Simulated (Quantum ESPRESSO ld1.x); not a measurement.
The argon ion Ar3+, configuration [Ne] 3s1 3p4 (not the ground configuration). All-electron calculation, scalar-relativistic Kohn-Sham, LDA (Slater exchange, VWN5 correlation), spin-polarised, spherical densities, point nucleus; open shells are filled with parallel spins first. Program: ld1.x of Quantum ESPRESSO 7.5. Some entries of the table are withheld. Estimate them.

| orbital | occ. | eigenvalue (hartree) | <r^2> (bohr^2) | r(max) (bohr) |
|---|---|---|---|---|
| 1s up | 1 | -116.170 | 0.009936 | 0.056 |
| 1s down | 1 | -116.135 | 0.009934 | 0.056 |
| 2s up | 1 | -12.6859 | (1) | 0.339 |
| 2s down | 1 | -12.6480 | (2) | 0.339 |
| 2p up | 3 | -10.2657 | 0.1763 | (3) |
| 2p down | 3 | -10.2226 | 0.1754 | (4) |
| 3s up | 1 | (5) | 1.882 | 1.12 |
| 3s down | 0 | (6) | 1.938 | 1.13 |
| 3p up | 3 | -1.91391 | 2.206 | 1.19 |
| 3p down | 1 | -1.76293 | 2.320 | 1.20 |

Answer. 
(1) 2s up <r^2> (bohr^2): 0.2045
(2) 2s down <r^2> (bohr^2): 0.2037
(3) 2p up r(max) (bohr): 0.280
(4) 2p down r(max) (bohr): 0.280
(5) 3s up eigenvalue (hartree): -2.48790
(6) 3s down eigenvalue (hartree): -2.32692
